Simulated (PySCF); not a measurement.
Harmonic spectrum computed at PBE0 in the def2-TZVP basis family (core potentials from Rb on, PySCF, no spin–orbit coupling):

```tsv
symmetry	ω (cm⁻¹)	IR (km/mol)
a1	92	8.3
a1	424	30.8
b2	438	146
```

Task: Which molecule gave it? In each, all ligands are bound to the one heavy central atom.
A. ICl₂⁺ (singlet)
B. ScCl₂⁺ (singlet)
C. BrCl₂⁺ (singlet)
D. YCl₂⁺ (singlet)
E. LaCl₂⁺ (singlet)

Result: D. It has C2v symmetry with Y–Cl 2.339 Å (×2).
